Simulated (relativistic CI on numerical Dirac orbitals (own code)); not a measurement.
Cd I: calculation against measurement

Computed by Dirac-Coulomb-Breit CI, KLI orbitals optimised for each configuration, model QED, valence Slater integrals scaled by 0.85, configuration energies shifted to the measured levels that pair with them (semi-empirical) (own radial code, finite nucleus).

Configuration list (outside the closed core [Kr] 4d10): 5s², 5s5p, 5s6s, 5s5d, 5p², 5s7s, 5s6p, 5s7p, 5s4f, 5s6d, 5s5g, 5s5f, 5s7d, 5s6g, 5d². Levels of other configurations are missing.

```csv
Configuration,Term (tabulated),J,Measured (cm⁻¹),Computed,Error,Purity (%)
5s²,1S,0,0.0,0,0,96
5s5p,3P°,0,30114.0,30139,25,100
5s5p,3P°,1,30656.1,30631,-25,100
5s5p,3P°,2,31827.0,31628,-199,100
5s5p,1P°,1,43692.4,46285,2593,87
5s6s,3S,1,51484.0,51459,-25,100
5s6s,1S,0,53310.1,53335,25,99
5s5d,1D,2,59219.7,58905,-315,94
5s5d,3D,1,59485.8,59496,10,100
5s5d,3D,2,59497.9,59502,4,100
5s5d,3D,3,59516.0,59512,-4,100
```

Measured levels from NIST Handbook of Basic Atomic Spectroscopic Data (Sansonetti and Martin, J. Phys. Chem. Ref. Data 34, 1559 (2005)); pairs were made by configuration, J and term (by order where the table uses no LS term), so strongly mixed levels may be paired wrongly.

Mean error by configuration (cm⁻¹): 5s5p 598; 5s6s 0; 5s5d -76. Over the excited levels the mean absolute error is 322 cm⁻¹ (10 of the 10 excited levels that our extract of the source holds in range could be paired), and the median relative error of those above 1,000 cm⁻¹ is 0.064 %, both after the shifts were fitted to these levels, so that a configuration with one level shows no error.

Transition probabilities of persistent lines. The last column rescales the computed rate by the cube of measured over computed energy:

```tsv
λ measured (Å)	Lower	Upper	A tabulated (s⁻¹)	A computed	A rescaled
2288.02 air	5s² ¹S0	5s5p ¹P°1	5.30e+08	9.04e+08	7.61e+08
3403.65 air	5s5p ³P°0	5s5d ³D1	7.70e+07	9.73e+07	9.75e+07
3466.20 air	5s5p ³P°1	5s5d ³D2	1.20e+08	1.30e+08	1.30e+08
3467.66 air	5s5p ³P°1	5s5d ³D1	6.70e+07	7.15e+07	7.12e+07
3610.51 air	5s5p ³P°2	5s5d ³D3	1.30e+08	1.69e+08	1.66e+08
3612.87 air	5s5p ³P°2	5s5d ³D2	3.50e+07	4.17e+07	4.08e+07
4678.15 air	5s5p ³P°0	5s6s ³S1	1.30e+07	1.67e+07	1.68e+07
4799.91 air	5s5p ³P°1	5s6s ³S1	4.10e+07	4.90e+07	4.90e+07
5085.82 air	5s5p ³P°2	5s6s ³S1	5.60e+07	7.75e+07	7.55e+07
6438.47 air	5s5p ¹P°1	5s5d ¹D2	5.90e+07	5.32e+07	9.91e+07
```

Configurations whose levels could be paired with our table of measured levels were shifted onto them, all but the ground configuration, by the median error of their levels; single terms can still be off by 1,000 to 2,000 cm⁻¹ or more, and rates follow the energies as ν³ (E1, M1) or ν⁵ (E2). The others borrow a shift and can be off by several thousand cm⁻¹ or more. The fine structure of a lone outer electron comes out too small, for d and f at times inverted, and misplaced configurations move strength between like terms. 10 of the 10 excited levels that our extract of the measured tables holds in this range could be paired (the sources list more); they are missed by 322 cm⁻¹ on average and 2593 at most, after the shifts were fitted to these levels, and levels without a partner can miss by more.

Shifts applied (cm⁻¹): 5s² 0; 5s5p 4812; 5s6s 5182; 5s5d 5494.
